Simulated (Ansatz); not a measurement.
`[SiH3][GeH2][GaH2]` + H₂S → `[SH][GaH2]` + `[SiH3][GeH3]` at 700 K and 1 bar (cleavage of the Ga–Ge bond).

Computed with Ansatz on PBE0-D4/def2-TZVP structures; ΔE is electronic, products minus reactants. CCSD(T)/CBS adds triple-zeta CCSD(T) − MP2 to the extrapolated MP2 energy (def2 sets, frozen cores). This one scheme is used for every species. For Ga, Ge outer-core shells are correlated without core-valence functions, which leaves a few kJ/mol of doubt a bond. Scalar relativity is left out up to krypton.

| species | CCSD(T)/CBS energy (Eh) | H − E (kJ/mol) | S (J/(mol·K)) |
| --- | --- | --- | --- |
| `[SiH3][GeH2][GaH2]` | -4293.32361 | 224.8 | 506.9 |
| H₂S | -398.97279 | 64.8 | 236.9 |
| `[SH][GaH2]` | -2323.53734 | 103.2 | 340.5 |
| `[SiH3][GeH3]` | -2368.78170 | 184.9 | 383.3 |

H − E and S are ideal-gas, rigid-rotor, harmonic terms from PBE0-D4/def2-TZVP. 1 Eh = 2625.50 kJ/mol, R = 8.31446 J/(mol·K).

Question: By hand: ΔE, ΔH, ΔS and ΔG.

Answer: ΔE = (-2323.53734) + (-2368.78170) − (-4293.32361) − (-398.97279) = -0.02264 Eh = -59.4 kJ/mol. Δ(H − E) = 103.2 + 184.9 − 224.8 − 64.8 = -1.5, so ΔH = -60.9 kJ/mol. ΔS = 340.5 + 383.3 − 506.9 − 236.9 = -20.0 J/(mol·K). ΔG = -60.9 − 700 × (-20.0)/1000 = -46.9 kJ/mol.

Question: By hand: the equilibrium constant, and the temperature at which ΔG would vanish if ΔH and ΔS stayed fixed.

Answer: log₁₀ K = −ΔG/(RT ln 10) = 3.5. ΔG = 0 at ΔH/ΔS = 3045 K, far beyond where these terms or the molecules hold.

ΔH outweighs TΔS. A doubt of 5 kJ/mol in ΔE shifts log₁₀ K by 0.4 here. These are equilibria of isolated gas molecules and say nothing of rates. Largest T1 diagnostic: 0.013 (customary marks: 0.02 for closed shells, 0.045 for open ones).
